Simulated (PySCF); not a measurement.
Correlation energy of Zn (zinc, neutral)

[Ar] 3d10 4s2, closed-shell 1S. All numbers are calculated (PySCF 2.14, the non-relativistic Hamiltonian (point nucleus), in def2-TZVP (6s5p4d1f, 48 functions)). Frozen: [Ar]; 12 electrons correlated.

MP2 pair energies summed by pair of shells (mhartree):

| pair | energy | share (%) |
| --- | --- | --- |
| 3d-3d | -350.58 | 86.8 |
| 3d-4s | -30.94 | 7.7 |
| 4s-4s | -22.20 | 5.5 |

Total MP2 correlation energy: -403.73 mhartree.

Same-spin part -143.89 and opposite-spin part -259.84 mhartree; SCS-MP2 scales them by 1/3 and 6/5 to -359.77 mhartree.

| level | correlation energy (mhartree) |
| --- | --- |
| CCSD | -375.26 |
| (T) | -8.94 |
| CCSD(T) | -384.20 |

Diagnostics: T1 = 0.016, D1 = 0.0403, largest double amplitude 0.086.

Cost of the coupled-cluster step: 0.81 s of wall time on 1 thread of Neoverse-N1 (shared host), for 12 correlated electrons.
